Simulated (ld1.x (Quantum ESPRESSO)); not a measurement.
**Reading a pseudo-wave (calcium (Ca))**

Columns: radius, all-electron u(r) and pseudo u(r) of the 3d shell (level -15.93 eV) of calcium in the configuration [Ne] 3s2 3p6 3d0 4s0 4p0; PBE, scalar-relativistic, RRKJ scheme, ld1.x (Quantum ESPRESSO) 7.5.

```
r (bohr)  all-electron  pseudo
   0.123        0.0323  0.0029
   0.245        0.1388  0.0218
   0.368        0.2761  0.0694
   0.490        0.4069  0.1501
   0.613        0.5179  0.2621
   0.735        0.6041  0.3932
   0.858        0.6663  0.5300
   0.980        0.7055  0.6537
   1.103        0.7258  0.7515
   1.225        0.7310  0.8129
   1.348        0.7248  0.8364
   1.470        0.7101  0.8256
   1.593        0.6891  0.7891
   1.715        0.6639  0.7385
   1.838        0.6357  0.6830
   1.960        0.6060  0.6310
   2.083        0.5751  0.5854
   2.205        0.5442  0.5470
   2.328        0.5131  0.5135
   2.450        0.4827  0.4827
   2.573        0.4527  0.4527
   2.695        0.4236  0.4236
   2.818        0.3952  0.3952
   2.940        0.3679  0.3679
   3.063        0.3416  0.3416
   3.185        0.3165  0.3165
```

(1) How many radial nodes do the two functions have?

(2) At about which radius was the pseudo-wave matched?

(3) Is the pseudo-wave norm-conserving?

Results:

(1) The all-electron 3d function has n − l − 1 = 0; the pseudo-wave has 0.

(2) 2.45 bohr. The columns agree to 0.0005 from 2.33 bohr on; several derivatives are matched, so the curves merge somewhat inside the radius.

(3) Yes: the RRKJ scheme keeps the norm inside the radius equal to the all-electron one, which fixes the energy derivative of the logarithmic derivative at the level.
